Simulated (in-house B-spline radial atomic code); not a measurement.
## Ionising Os VIII (Os7+) with different functionals

Computed with a B-spline radial code for spherical atoms: scalar-relativistic (spin-free X2C) Hamiltonian, Fermi nucleus of rms radius 5.4126 fm, spin-polarised at highest spin, spherical fractional occupations for the functionals, the average over the highest-spin determinants for Hartree-Fock. The ionisation energy is the difference of two self-consistent energies, [Xe] 4f14 5d1 → [Xe] 4f14, without Breit or QED terms; ε is the level of the shell that loses the electron (its least bound occupied spin orbital). There is no spin-orbit coupling in this Hamiltonian.

Hybrids are left out here: with spherical fractional occupations of an open shell their exact exchange keeps a self-interaction that integer-occupation calculations don't have.

| method | rung | ΔSCF (eV) | -ε(5d) (eV) |
| --- | --- | --- | --- |
| Hartree-Fock | Hartree-Fock | 100.02 | 100.43 |
| LDA VWN5 | LDA | 101.45 | 93.59 |
| LDA PW92 | LDA | 101.44 | 93.57 |
| LDA exchange-only | LDA | 99.78 | 91.99 |
| PBE | GGA | 101.10 | 93.27 |
| PBEsol | GGA | 101.13 | 93.31 |
| BLYP | GGA | 101.06 | 93.19 |
| RPBE | GGA | 101.02 | 93.19 |
| PW91 | GGA | 101.23 | 93.38 |
| BP86 | GGA | 101.14 | 93.33 |
| AM05 | GGA | 101.13 | 93.31 |
| OLYP | GGA | 101.38 | 93.54 |
| TPSS | meta-GGA | 100.95 | 93.14 |
| SCAN | meta-GGA | 100.79 | 93.12 |
| r2SCAN | meta-GGA | 100.69 | 93.08 |
| revTPSS | meta-GGA | 100.94 | 93.14 |

Problem. How do they compare with the NIST value?

Solution. NIST lists 102.02 eV ± 0.07 (semi-empirical, ground level to ground level). Errors run from -2.24 to -0.57 eV; LDA VWN5 is closest (-0.57 eV), though others lie within the uncertainty of it, and part of that can be cancellation, since the calculations leave out spin-orbit coupling, Breit-QED terms, multiplet and fine-structure energies. Hartree-Fock also lacks correlation.
